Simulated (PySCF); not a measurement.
# `C=CCB1C=CC=CC=C1`: 4 charge schemes on one density

Compound: C9H11B.
Z-matrix (Å and degrees, PBE0-D3(BJ)/def2-SVP geometry), rows numbered from 1:
```
C 
C   1  1.3356
C   2  1.4906  1  126.37
B   3  1.6000  2  116.68  1   105.71
C   4  1.5324  3  120.14  2   -16.43
C   5  1.3723  4  129.28  3  -178.85
C   6  1.4233  5  129.46  4     0.02
C   7  1.3726  6  129.96  5     0.50
C   8  1.4233  7  129.88  6    -0.06
C   9  1.3717  8  129.32  7    -0.43
H   1  1.0957  2  121.56  3     1.97
H   1  1.0932  2  121.49  3  -178.21
H   2  1.0988  1  117.89  3   177.92
H   3  1.1059  2  110.18  1  -130.59
H   3  1.1077  2  110.08  1   -15.12
H   5  1.0980  4  116.64  3     0.86
H   6  1.0976  5  117.07  4   179.98
H   7  1.0949  6  114.77  5  -179.71
H   8  1.0949  7  115.34  6   179.87
H   9  1.0974  8  113.52  7   179.75
H  10  1.0994  4  116.90  3    -1.33
```

Density: PBE0/pcSseg-1 (PySCF); schemes: Mulliken, IAO, Hirshfeld and ESP-fitted. Isolated species at its PBE0-D3(BJ)/def2-SVP geometry (one conformer only).

Q: For which atoms does the sign change between the 4 schemes (beyond +0.03 e in one, beyond −0.03 e in another)?

A: C9. Atomic charges aren't observables, and each scheme defines them in its own way.

Q: Do the Mulliken, IAO, Hirshfeld and ESP-fitted schemes agree on where the charge is lowest?

A: The schemes don't all agree: Mulliken C3 (-0.408); IAO C3 (-0.396); Hirshfeld C3 (-0.140); ESP-fitted C1 (-0.561).

Q: At which atom do the 4 schemes differ most?

A: At B4: from +0.117 (Hirshfeld) to +0.633 e (Mulliken), 0.516 e apart.

Q: Give the atomic charges in each scheme.

A: In e:

| atom | environment | Mulliken | IAO | Hirshfeld | ESP-fitted |
| --- | --- | --- | --- | --- | --- |
| C1 | terminal =CH2 carbon | -0.180 | -0.339 | -0.118 | -0.561 |
| C2 | alkene CH carbon | -0.254 | -0.112 | -0.033 | +0.028 |
| C3 | sp3 carbon bound to boron | -0.408 | -0.396 | -0.140 | -0.445 |
| B4 | ring boron | +0.633 | +0.161 | +0.117 | +0.566 |
| C5 | unsaturated ring CH carbon | -0.304 | -0.227 | -0.099 | -0.342 |
| C6 | unsaturated ring CH carbon | -0.096 | -0.098 | -0.021 | -0.083 |
| C7 | unsaturated ring CH carbon | -0.119 | -0.130 | -0.029 | -0.075 |
| C8 | unsaturated ring CH carbon | -0.119 | -0.130 | -0.029 | -0.216 |
| C9 | unsaturated ring CH carbon | -0.095 | -0.101 | -0.023 | +0.058 |
| C10 | unsaturated ring CH carbon | -0.317 | -0.225 | -0.097 | -0.464 |
| H11 | vinylic hydrogen | +0.106 | +0.135 | +0.038 | +0.211 |
| H12 | vinylic hydrogen | +0.114 | +0.142 | +0.039 | +0.190 |
| H13 | vinylic hydrogen | +0.105 | +0.134 | +0.041 | +0.100 |
| H14 | methylene hydrogen | +0.131 | +0.146 | +0.039 | +0.115 |
| H15 | methylene hydrogen | +0.137 | +0.151 | +0.043 | +0.131 |
| H16 | vinylic hydrogen | +0.125 | +0.151 | +0.033 | +0.140 |
| H17 | vinylic hydrogen | +0.105 | +0.146 | +0.048 | +0.127 |
| H18 | vinylic hydrogen | +0.110 | +0.152 | +0.051 | +0.122 |
| H19 | vinylic hydrogen | +0.110 | +0.152 | +0.051 | +0.145 |
| H20 | vinylic hydrogen | +0.106 | +0.146 | +0.048 | +0.105 |
| H21 | vinylic hydrogen | +0.108 | +0.141 | +0.040 | +0.149 |

Mean size of the charges over all atoms: ESP-fitted 0.208 e, Mulliken 0.180 e, IAO 0.167 e, Hirshfeld 0.056 e. Each set sums to the total charge, 0, to within 0.001 e. The ESP scheme fits charges at the nuclei, held to the total charge, to the electrostatic potential on points at 1.4 to 2.0 times the van der Waals radii. The Mulliken scheme counts on each atom the diagonal of the density matrix times the overlap matrix over that atom's basis functions.

Q: How many electrons does the ESP-fitted scheme count on C7?

A: Z − q = 6 − (-0.075) = 6.075.

Q: How closely do the schemes follow one another over all atoms?

A: Correlation coefficient and root-mean-square difference: IAO with Hirshfeld 0.96, 0.120 e; Hirshfeld with ESP-fitted 0.95, 0.201 e; Mulliken with Hirshfeld 0.93, 0.164 e; IAO with ESP-fitted 0.89, 0.130 e; Mulliken with ESP-fitted 0.89, 0.121 e; Mulliken with IAO 0.85, 0.118 e.
